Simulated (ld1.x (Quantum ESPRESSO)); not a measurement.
## Logarithmic derivatives: silicon (Si), ultrasoft

| Quantity | Value |
| --- | --- |
| Element | Si |
| Generator | ld1.x (Quantum ESPRESSO) 7.5 |
| Type | ultrasoft |
| Functional | PBE |
| Relativity | scalar-relativistic |
| Frozen core | [He] |
| Valence charge | 12 |
| Reference configuration | 2s2 2p6 3s2 3p2 |
| Partial waves | 2s (bound): rcut 0.85, rcutus 0.95 bohr; 3s (bound): rcut 0.85, rcutus 0.95 bohr; 2p (bound): rcut 0.80, rcutus 0.85 bohr; 3p (bound): rcut 0.80, rcutus 0.85 bohr |
| Local potential | all-electron potential smoothed inside 0.95 bohr (lloc = -1) |
| Core correction | none |
| Augmentation charge | PSQ, inside the norm-conserving radii |

The phase is arctan(r·u′/u) with u = r·R(r), unwrapped; energies in Ry, scanned from -12 to 5 Ry. A pole is an energy at which the radial function vanishes at the test radius. The pseudo phase is shifted by a multiple of π to meet the all-electron one at the reference energy, and phase errors are pseudo minus all-electron; the curves can meet again beyond the range given. Levels narrower than the energy grid can be missing from the lists of poles.

```json
{"channel": "s", "radius (bohr)": "1.06", "reference energy (Ry)": "-0.79", "poles, all-electron": "-8.82", "poles, pseudo": "-8.82", "unbroken range about the reference energy with phases within 0.05 rad": "below 4.5", "phase error 1 Ry above the reference energy (rad)": "-0.000"}
{"channel": "p", "radius (bohr)": "1.06", "reference energy (Ry)": "-0.30", "poles, all-electron": "-5.77", "poles, pseudo": "-5.77", "unbroken range about the reference energy with phases within 0.05 rad": "the whole range", "phase error 1 Ry above the reference energy (rad)": "-0.000"}
```

Phases in the s channel:

```tsv
E (Ry)	all-electron	pseudo
-12.00	0.668	0.661
-11.52	0.248	0.240
-11.04	-0.453	-0.456
-10.56	-1.011	-1.011
-10.08	-1.292	-1.292
-9.60	-1.441	-1.441
-9.12	-1.530	-1.531
-8.64	-1.591	-1.591
-8.16	-1.635	-1.636
-7.68	-1.669	-1.670
-7.20	-1.697	-1.698
-6.72	-1.721	-1.722
-6.24	-1.742	-1.743
-5.76	-1.761	-1.762
-5.28	-1.778	-1.780
-4.80	-1.795	-1.796
-4.32	-1.812	-1.813
-3.84	-1.828	-1.829
-3.36	-1.845	-1.845
-2.88	-1.861	-1.862
-2.40	-1.879	-1.879
-1.92	-1.897	-1.897
-1.44	-1.916	-1.916
-0.96	-1.936	-1.936
-0.48	-1.958	-1.958
0.00	-1.982	-1.982
0.48	-2.009	-2.009
0.96	-2.038	-2.039
1.44	-2.071	-2.074
1.92	-2.109	-2.113
2.40	-2.152	-2.158
2.88	-2.201	-2.212
3.36	-2.259	-2.276
3.84	-2.327	-2.353
4.32	-2.407	-2.448
4.80	-2.503	-2.565
```
